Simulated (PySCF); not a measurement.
# Computed structure and properties of [OsOF3]+

System: [OsOF3]+ (triplet); start: displaced along the imaginary mode (C1). Method: PySCF 2.14.0, UKS B3LYP, Os def2-SVP with ECP60, O def2-SVP, F def2-SVP; non-relativistic Hamiltonian with scalar-relativistic core potentials where named; density fitting; no spin-orbit coupling.

Input of the relaxation:

```python
mol = gto.M(atom='''
Os     0.04522     0.06032     0.02357
O      0.99862     1.00470     0.98991
F     -1.04584    -1.19094     0.81025
F      0.92382    -1.26740    -0.91426
F     -1.17563     1.00303    -0.96760''',
    basis={'Os': 'def2-SVP', 'O': 'def2-SVP', 'F': 'def2-SVP'},
    ecp={'Os': 'def2-SVP'},
    charge=1, spin=2)
mf = dft.UKS(mol, xc='B3LYP')
mf.grids.atom_grid = (50, 194)
mf = mf.density_fit()  # fitting sets: Os def2-universal-JKFIT, O def2-universal-JKFIT, F def2-universal-JKFIT
mf.conv_tol = 1e-08; mf.max_cycle = 55
mf.kernel(dm0)  # dm0: converged density of the start geometry
# quasi-Newton relaxation in Cartesian coordinates to a largest gradient under 0.00045 Eh/bohr, steps kept in the point group
```

Run from Python with OMP_NUM_THREADS=2; the lines above give its settings. Where DIIS fails, smearing, a level shift and second-order steps follow.
It took 34 s on 2 threads of Arm Neoverse V1 (shared host), from the converged density of the start.

Course of the relaxation:

| step | energy above end (eV) | largest force component within the symmetry (eV/Å) |
| --- | --- | --- |
| 0 | 0.0352 | 0.751 |
| 1 | 0.0168 | 0.215 |
| 2 | 0.0115 | 0.079 |
| 3 | 0.0063 | 0.115 |
| 4 | 0.0038 | 0.115 |
| 5 | 0.0020 | 0.063 |
| 6 | 0.0007 | 0.052 |
| 7 | 0.0002 | 0.037 |
| 8 | 0.0001 | 0.013 |
| 9 | 0.0000 | 0.005 |

Relaxed geometry (Cs):

```xyz
5

Os    0.0683    0.0401   -0.0352
O     1.0133    0.9816    0.9439
F    -1.1045   -1.1242    0.7482
F     1.0164   -1.2823   -0.8556
F    -1.2472    0.9945   -0.8594
```

```csv
contact,Å
Os1–O2 (O),1.655
Os1–F3 (F),1.829
Os1–F4 (F),1.822
Os1–F5 (F),1.822
```

On the finer grid (75, 302):

```yaml
HOMO: -15.98 eV
LUMO: -12.75 eV
Dipole_about_the_centre_of_mass: 1.08 D
Spin_squared: 2.007
Set_of_Mulliken_populations_of_Os1_outside_the_core_potential: s 2.41, p 6.33, d 5.50, f 0.16
D3_BJ_dispersion_energy_not_in_the_energies: -0.154 eV
```

```tsv
atom	Mulliken (e)	Löwdin (e)	spin (e)
Os1	1.60	0.83	1.37
O2	-0.09	0.14	0.18
F3	-0.17	0.01	0.17
F4	-0.17	0.01	0.14
F5	-0.17	0.01	0.14
```

On the grid (50, 194), as all that follows. Harmonic modes: a minimum; lowest 97 cm⁻¹ (negative: unstable), highest 1066 cm⁻¹, zero-point energy 0.265 eV.

Rigid scan of O along the line from its metal:

```csv
distance to O2 (Å),energy (eV)
1.35,5.096
1.45,1.836
1.55,0.375
1.65,0.000
1.75,0.258
1.85,0.852
1.95,1.586
2.10,2.653
```

Taking off one F (charge -1, singlet; the rest: triplet) in vacuum, both parts rigid, costs 20.62 eV; the small basis without counterpoise inflates it. Most of it is the attraction of opposite charges; other ways to part are cheaper, and one spin state was tried for the rest.

Rigid scan of F along the line from its metal:

(distance to F3 (Å), energy (eV)): (1.53, 2.762), (1.63, 1.001), (1.73, 0.206), (1.83, 0.000), (1.93, 0.143), (2.03, 0.482), (2.23, 1.392), (2.53, 2.542), (2.93, 3.098), (3.43, 3.218)

One start shape was tried, so this needn't be the lowest isomer.

Open shells may have lower solutions than the one found.
